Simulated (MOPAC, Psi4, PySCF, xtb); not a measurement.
Two rigid molecules brought together: H2O ··· F4Si (SMILES O and F[Si](F)(F)F). Monomers: optimised at B3LYP-D3(BJ) (def2-TZVP), held rigid. Orientation: lowest of the rigid-body minima from ten starts at GFN2-xTB. The monomers approach along the line of their centres of mass (distance R); nothing else relaxes.

- RKS-B3LYP/6-31G* = restricted B3LYP/6-31G*, spherical d, no counterpoise correction (PySCF 2.14.0)
- PM3, restricted, heats of formation (MOPAC)
- GFN1-xTB (xtb)
- SAPT0/jun-cc-pVDZ, frozen core (Psi4)

Interaction energies in kJ/mol; the last columns give the difference from SAPT0:

```json
[
 {"R / Å": "2.16", "RKS-B3LYP/6-31G*": "76.39", "PM3": "23.14", "GFN1-xTB": "59.86", "SAPT0/jun-cc-pVDZ": "85.62", "RKS-B3LYP/6-31G* − SAPT0/jun-cc-pVDZ": "-9.23", "PM3 − SAPT0/jun-cc-pVDZ": "-62.48", "GFN1-xTB − SAPT0/jun-cc-pVDZ": "-25.76"},
 {"R / Å": "2.41", "RKS-B3LYP/6-31G*": "9.43", "PM3": "12.41", "GFN1-xTB": "-7.75", "SAPT0/jun-cc-pVDZ": "21.22", "RKS-B3LYP/6-31G* − SAPT0/jun-cc-pVDZ": "-11.79", "PM3 − SAPT0/jun-cc-pVDZ": "-8.81", "GFN1-xTB − SAPT0/jun-cc-pVDZ": "-28.97"},
 {"R / Å": "2.56", "RKS-B3LYP/6-31G*": "-9.70", "PM3": "-0.50", "GFN1-xTB": "-22.51", "SAPT0/jun-cc-pVDZ": "2.90", "RKS-B3LYP/6-31G* − SAPT0/jun-cc-pVDZ": "-12.60", "PM3 − SAPT0/jun-cc-pVDZ": "-3.40", "GFN1-xTB − SAPT0/jun-cc-pVDZ": "-25.41"},
 {"R / Å": "2.78", "RKS-B3LYP/6-31G*": "-22.06", "PM3": "-9.29", "GFN1-xTB": "-26.75", "SAPT0/jun-cc-pVDZ": "-9.68", "RKS-B3LYP/6-31G* − SAPT0/jun-cc-pVDZ": "-12.38", "PM3 − SAPT0/jun-cc-pVDZ": "0.39", "GFN1-xTB − SAPT0/jun-cc-pVDZ": "-17.07"},
 {"R / Å": "2.94", "RKS-B3LYP/6-31G*": "-24.27", "PM3": "-8.12", "GFN1-xTB": "-23.78", "SAPT0/jun-cc-pVDZ": "-12.93", "RKS-B3LYP/6-31G* − SAPT0/jun-cc-pVDZ": "-11.34", "PM3 − SAPT0/jun-cc-pVDZ": "4.80", "GFN1-xTB − SAPT0/jun-cc-pVDZ": "-10.85"},
 {"R / Å": "3.17", "RKS-B3LYP/6-31G*": "-22.70", "PM3": "-2.74", "GFN1-xTB": "-17.14", "SAPT0/jun-cc-pVDZ": "-13.46", "RKS-B3LYP/6-31G* − SAPT0/jun-cc-pVDZ": "-9.24", "PM3 − SAPT0/jun-cc-pVDZ": "10.71", "GFN1-xTB − SAPT0/jun-cc-pVDZ": "-3.68"},
 {"R / Å": "3.50", "RKS-B3LYP/6-31G*": "-17.54", "PM3": "1.57", "GFN1-xTB": "-9.04", "SAPT0/jun-cc-pVDZ": "-11.01", "RKS-B3LYP/6-31G* − SAPT0/jun-cc-pVDZ": "-6.53", "PM3 − SAPT0/jun-cc-pVDZ": "12.58", "GFN1-xTB − SAPT0/jun-cc-pVDZ": "1.97"},
 {"R / Å": "3.76", "RKS-B3LYP/6-31G*": "-13.58", "PM3": "1.77", "GFN1-xTB": "-5.13", "SAPT0/jun-cc-pVDZ": "-8.63", "RKS-B3LYP/6-31G* − SAPT0/jun-cc-pVDZ": "-4.95", "PM3 − SAPT0/jun-cc-pVDZ": "10.39", "GFN1-xTB − SAPT0/jun-cc-pVDZ": "3.50"},
 {"R / Å": "4.26", "RKS-B3LYP/6-31G*": "-7.41", "PM3": "1.02", "GFN1-xTB": "-1.70", "SAPT0/jun-cc-pVDZ": "-5.03", "RKS-B3LYP/6-31G* − SAPT0/jun-cc-pVDZ": "-2.38", "PM3 − SAPT0/jun-cc-pVDZ": "6.05", "GFN1-xTB − SAPT0/jun-cc-pVDZ": "3.33"},
 {"R / Å": "4.98", "RKS-B3LYP/6-31G*": "-2.35", "PM3": "0.52", "GFN1-xTB": "-0.41", "SAPT0/jun-cc-pVDZ": "-2.32", "RKS-B3LYP/6-31G* − SAPT0/jun-cc-pVDZ": "-0.03", "PM3 − SAPT0/jun-cc-pVDZ": "2.84", "GFN1-xTB − SAPT0/jun-cc-pVDZ": "1.91"},
 {"R / Å": "5.95", "RKS-B3LYP/6-31G*": "-0.58", "PM3": "0.30", "GFN1-xTB": "-0.09", "SAPT0/jun-cc-pVDZ": "-0.92", "RKS-B3LYP/6-31G* − SAPT0/jun-cc-pVDZ": "0.34", "PM3 − SAPT0/jun-cc-pVDZ": "1.23", "GFN1-xTB − SAPT0/jun-cc-pVDZ": "0.83"},
 {"R / Å": "7.32", "RKS-B3LYP/6-31G*": "-0.19", "PM3": "0.17", "GFN1-xTB": "-0.03", "SAPT0/jun-cc-pVDZ": "-0.31", "RKS-B3LYP/6-31G* − SAPT0/jun-cc-pVDZ": "0.13", "PM3 − SAPT0/jun-cc-pVDZ": "0.48", "GFN1-xTB − SAPT0/jun-cc-pVDZ": "0.29"}
]
```

RKS-B3LYP/6-31G* is furthest from SAPT0/jun-cc-pVDZ at 2.56 (-12.60 kJ/mol, below); its mean absolute difference over the points is 6.75 kJ/mol.

PM3 is furthest from SAPT0/jun-cc-pVDZ at 2.16 (-62.48 kJ/mol, below); its mean absolute difference over the points is 10.35 kJ/mol.

GFN1-xTB is furthest from SAPT0/jun-cc-pVDZ at 2.41 (-28.97 kJ/mol, below); its mean absolute difference over the points is 10.30 kJ/mol.
